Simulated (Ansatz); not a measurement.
Geometry optimisation, Ansatz 0.2.0, DFT PBE, scalar-relativistic, plane waves, PAW.

Input:

```yaml
crystal:
  lattice:
    - [9.424893, 0.0, 0.0]
    - [0.0, 9.424893, 0.0]
    - [0.0, 0.0, 9.424893]
  atoms:
    - { symbol: C, position: [0.3067809, 0.2393537, 0.5846513] }
    - { symbol: C, position: [0.1929449, 0.2834114, 0.6264943] }
    - { symbol: H, position: [0.0931727, 0.322026, 0.6631677] }
    - { symbol: H, position: [0.4065531, 0.2007391, 0.5479779] }
    - { symbol: C, position: [0.6853466, 0.1468154, 0.0879691] }
    - { symbol: C, position: [0.557644, 0.1442633, 0.0696367] }
    - { symbol: H, position: [0.4457183, 0.1420265, 0.0535692] }
    - { symbol: H, position: [0.7972723, 0.1490521, 0.1040366] }
    - { symbol: C, position: [0.6386085, 0.6171875, 0.7888352] }
    - { symbol: C, position: [0.5878381, 0.6237265, 0.6703863] }
    - { symbol: H, position: [0.5433401, 0.6294577, 0.566571] }
    - { symbol: H, position: [0.6831065, 0.6114563, 0.8926505] }
    - { symbol: C, position: [0.9012648, 0.2341193, 0.3452206] }
    - { symbol: C, position: [0.9307928, 0.1108705, 0.3694769] }
    - { symbol: H, position: [0.9566727, 0.0028483, 0.3907365] }
    - { symbol: H, position: [0.8753849, 0.3421415, 0.323961] }
    - { symbol: C, position: [0.2633557, 0.6343264, 0.6665327] }
    - { symbol: F, position: [0.3302138, 0.5104455, 0.6579104] }
    - { symbol: F, position: [0.1814798, 0.6515619, 0.5529981] }
    - { symbol: F, position: [0.1835872, 0.6367034, 0.7828176] }
    - { symbol: F, position: [0.358142, 0.7385949, 0.6724048] }
    - { symbol: C, position: [0.6208759, 0.6271205, 0.1998326] }
    - { symbol: F, position: [0.7610067, 0.6142242, 0.2092052] }
    - { symbol: F, position: [0.5688663, 0.6668925, 0.3247486] }
    - { symbol: F, position: [0.5889963, 0.724163, 0.1025841] }
    - { symbol: F, position: [0.5646342, 0.5032023, 0.1627925] }
    - { symbol: C, position: [0.5782571, 0.9571932, 0.5197847] }
    - { symbol: F, position: [0.6559944, 1.0261199, 0.6151621] }
    - { symbol: F, position: [0.6329558, 0.8289779, 0.4983442] }
    - { symbol: F, position: [0.4460224, 0.9445678, 0.5671705] }
    - { symbol: F, position: [0.5780557, 1.0291073, 0.3984622] }
    - { symbol: C, position: [0.2356609, 0.3478941, 0.1465792] }
    - { symbol: F, position: [0.1664601, 0.4700856, 0.1596678] }
    - { symbol: F, position: [0.3375628, 0.3409255, 0.2438329] }
    - { symbol: F, position: [0.1457791, 0.2407669, 0.1649058] }
    - { symbol: F, position: [0.2928416, 0.3397983, 0.0179105] }
basis:
  ecutwfc: 420.0
kpoints:
  mp_grid: { grid: [1, 1, 1] }
hamiltonian:
  xc: pbe
scf:
  occupations: { method: fermi_dirac, width: 0.02 }
  lower_state_search: "off"
relax:
  f_tol: 0.3
  max_steps: 15
  adjacent_minimum: "off"
output:
  write_density: true
  write_potential: true
  elf: true
  volumetric_format: npy
```

Launched with:

```bash
$ ansatz run input.yaml --threads 2 --pin off --max-ram 5120MiB --backend cpu --events-out ev --progress --plain --runs-dir out
```

Where does it end, and by what steps?

The run converged. The threshold is loose, so the end isn't yet a minimum. Limits of this set-up: coarse k mesh. After 8 steps the energy has fallen by 1.546 eV; F21 moved furthest, 1.38 Å.

```json
{"step": "0", "energy less start (eV)": "0.0000", "largest force component (eV/Å)": "1.234", "accepted": "yes"}
{"step": "1", "energy less start (eV)": "-0.6214", "largest force component (eV/Å)": "0.329", "accepted": "yes"}
{"step": "2", "energy less start (eV)": "-0.9891", "largest force component (eV/Å)": "0.350", "accepted": "yes"}
{"step": "3", "energy less start (eV)": "-1.1800", "largest force component (eV/Å)": "0.370", "accepted": "yes"}
{"step": "4", "energy less start (eV)": "-1.2968", "largest force component (eV/Å)": "0.563", "accepted": "yes"}
{"step": "5", "energy less start (eV)": "-1.3816", "largest force component (eV/Å)": "0.590", "accepted": "yes"}
{"step": "6", "energy less start (eV)": "-1.4497", "largest force component (eV/Å)": "0.534", "accepted": "yes"}
{"step": "7", "energy less start (eV)": "-1.5042", "largest force component (eV/Å)": "0.371", "accepted": "yes"}
{"step": "8", "energy less start (eV)": "-1.5463", "largest force component (eV/Å)": "0.279", "accepted": "yes"}
```

```xyz
36
Lattice="9.4249 0.0000 0.0000 0.0000 9.4249 0.0000 0.0000 0.0000 9.4249" Properties=species:S:1:pos:R:3
C 2.629 2.119 5.792
C 1.509 2.090 6.245
H 0.506 2.072 6.626
H 3.616 2.155 5.375
C 6.389 1.141 0.481
C 5.362 1.099 -0.161
H 4.451 1.067 -0.737
H 7.287 1.180 1.078
C 6.959 5.413 7.291
C 6.260 5.355 6.307
H 5.629 5.318 5.439
H 7.581 5.465 8.164
C 8.407 2.347 3.388
C 8.918 1.262 3.532
H 9.376 0.303 3.674
H 7.966 3.316 3.264
C 1.852 6.383 6.707
F 2.837 5.489 6.600
F 1.215 6.489 5.537
F 0.984 5.985 7.651
F 2.360 7.574 7.048
C 5.818 5.921 1.877
F 7.100 5.889 2.277
F 5.025 6.006 2.956
F 5.623 6.979 1.095
F 5.538 4.801 1.209
C 5.749 9.205 4.950
F 6.277 9.919 5.942
F 6.664 8.349 4.470
F 4.693 8.515 5.407
F 5.348 10.026 3.970
C 2.121 3.388 1.112
F 1.251 4.374 1.372
F 2.923 3.219 2.166
F 1.452 2.255 0.866
F 2.852 3.713 0.038
```

Whether the end is a true minimum wasn't checked by a vibrational analysis.

Run time: 41 s on 2 threads of Arm Neoverse V1, on a shared host, peak memory 0.67 GiB.
